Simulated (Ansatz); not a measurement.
A geometry relaxed with Ansatz (an electronic-structure program) with PBE-D3(BJ)/def2-TZVP, charge 0, multiplicity 2:

```xyz
3

I     -1.8901    -0.3063     0.0000
B      0.0000     0.6125     0.0000
I      1.8902    -0.3062     0.0000
```

**Question.** Write the SMILES of this molecule.

**Answer.** `I[B]I`
